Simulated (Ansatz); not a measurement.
Si₁₄H₂₀⁺, a nanocrystal cut from cubic silicon. Charge 1, multiplicity 2. Geometry PBE-D4/def2-SVP, that of the neutral singlet; atoms count from 1.

```xyz
34

Si    3.2430   -1.3677   -0.3255
Si   -1.6552    3.1079    0.2702
Si    0.9478    0.7901    1.8812
Si    0.6331    0.9551   -1.9393
Si    0.1552   -2.8610   -2.0682
Si   -2.1332   -0.6994    0.1429
Si    0.4661   -3.0260    1.7637
Si   -0.4692    3.0261   -1.7639
Si    2.1356    0.7005   -0.1473
Si    1.6555   -3.1077   -0.2683
Si   -0.1543    2.8599    2.0695
Si   -3.2420    1.3673    0.3277
Si   -0.6316   -0.9526    1.9360
Si   -0.9445   -0.7892   -1.8851
H     4.2176   -1.5236    0.8162
H     4.0161   -1.4223   -1.6206
H    -2.3632    4.4380    0.3861
H     1.9169    0.6118    3.0275
H     1.4006    0.8847   -3.2395
H     0.9072   -2.9253   -3.3751
H    -0.8582   -3.9792   -2.0483
H    -3.1348   -1.8310    0.1770
H     1.4169   -3.1987    2.9231
H    -0.5467   -4.1441    1.8098
H     0.5400    4.1472   -1.8148
H    -1.4239    3.1942   -2.9207
H     3.1383    1.8310   -0.1811
H     2.3636   -4.4379   -0.3834
H     0.8559    3.9811    2.0545
H    -0.9076    2.9175    3.3761
H    -4.0100    1.4174    1.6260
H    -4.2211    1.5265   -0.8096
H    -1.4005   -0.8781    3.2353
H    -1.9130   -0.6126   -3.0321
```

Single mean-field runs in def2-TZVP are fitted with def2-universal-jkfit.

Question: Estimate the Mulliken populations of the heavy atoms from the PBE0/def2-TZVP orbitals of Ansatz.

Answer: 
```tsv
atom	charge (e)	spin (α − β)
Si1	0.00	0.08
Si2	-0.02	0.01
Si3	-0.01	0.05
Si4	-0.01	0.05
Si5	0.00	0.08
Si6	-0.01	0.05
Si7	0.00	0.08
Si8	0.00	0.08
Si9	-0.01	0.05
Si10	-0.02	0.01
Si11	0.00	0.08
Si12	0.00	0.08
Si13	-0.01	0.05
Si14	-0.01	0.05
```
Mulliken values depend strongly on the basis.

Question: Where does the spin sit?

Answer: Summed by element: Si 0.78, H 0.22, of 1 unpaired in all. Largest on single atoms: Si7 0.08, Si8 0.08, Si11 0.08.

Question: And the Mayer bond orders between heavy atoms (over 0.3)?

Answer: Si1–Si9 0.85 (2.35 Å); Si1–Si10 0.94 (2.36 Å); Si2–Si8 0.94 (2.36 Å); Si2–Si11 0.94 (2.36 Å); Si2–Si12 0.94 (2.36 Å); Si3–Si9 0.93 (2.35 Å); Si3–Si11 0.85 (2.35 Å); Si3–Si13 0.93 (2.35 Å); Si4–Si8 0.85 (2.35 Å); Si4–Si9 0.93 (2.35 Å); Si4–Si14 0.93 (2.35 Å); Si5–Si10 0.94 (2.36 Å); Si5–Si14 0.85 (2.35 Å); Si6–Si12 0.85 (2.35 Å); Si6–Si13 0.93 (2.35 Å); Si6–Si14 0.93 (2.35 Å); Si7–Si10 0.94 (2.36 Å); Si7–Si13 0.85 (2.35 Å).
